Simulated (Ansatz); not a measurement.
[SiF5]- (SiF5⁻). The state is a singlet with charge -1. Geometry PBE0-D4/def2-SVPD, basis def2-TZVPD, Ansatz.

```json
{"run": "A", "HOMO (eV)": "-5.58", "LUMO (eV)": "4.49"}
{"run": "B", "HOMO (eV)": "-4.38", "LUMO (eV)": "4.31"}
{"run": "C", "HOMO (eV)": "-5.22", "LUMO (eV)": "4.12"}
{"run": "D", "HOMO (eV)": "-3.59", "LUMO (eV)": "4.18"}
{"run": "E", "HOMO (eV)": "-7.79", "LUMO (eV)": "5.27"}
{"run": "F", "HOMO (eV)": "-4.92", "LUMO (eV)": "3.85"}
```

B3LYP takes the VWN-RPA correlation.

Question: The runs used B3LYP, PBE0, r2SCAN, r2SCAN0, r2SCANh, ωB97X-V. Estimate which is which.

Answer: A r2SCAN0 (25 % exact exchange); B r2SCANh (10 % exact exchange); C PBE0 (25 % exact exchange); D r2SCAN (0 % exact exchange); E ωB97X-V (range-separated); F B3LYP (20 % exact exchange). Exact exchange lowers occupied and raises empty levels; among semilocal functionals meta-GGAs tend to open the gap a little, and such runs are hard to tell apart. The gap grows from 7.77 eV (r2SCAN) to 13.06 eV (ωB97X-V).
